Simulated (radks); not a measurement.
Results of a calculation; reference values are marked as such.
Problem. The mean radii <r> (bohr) of the occupied orbitals of an atom or ion are listed with their occupations. Level of theory: non-relativistic Kohn-Sham, TPSS, spin-polarised, spherical densities, point nucleus; meta-GGA in the generalised Kohn-Sham scheme (a radial shooting solver on a logarithmic mesh with Libxc functionals).

orbital  occ.      <r>
1s down     1  0.03170
1s up       1  0.03170
2s up       1   0.1373
2s down     1   0.1372
2p up       3   0.1173
2p down     3   0.1172
3s up       1   0.3704
3s down     1   0.3703
3p up       3   0.3622
3p down     3   0.3620
3d up       5   0.3340
3d down     5   0.3339
4s up       1   0.8798
4s down     1   0.8786
4p up       3   0.9226
4p down     3   0.9230
4d up       5    1.039

Name the element and its charge. Open shells, if any, are filled with parallel spins first.

Solution. Z = 48, cadmium, charge +7: Cd7+ in [Kr] 4d5. The 1s radius gives Z: for a bare nucleus <r> = 1.5/Z, 0.03125 bohr for Z = 48, and screening makes it slightly larger (0.03170 here). The occupations add up to 41, and the charge is Z minus that.
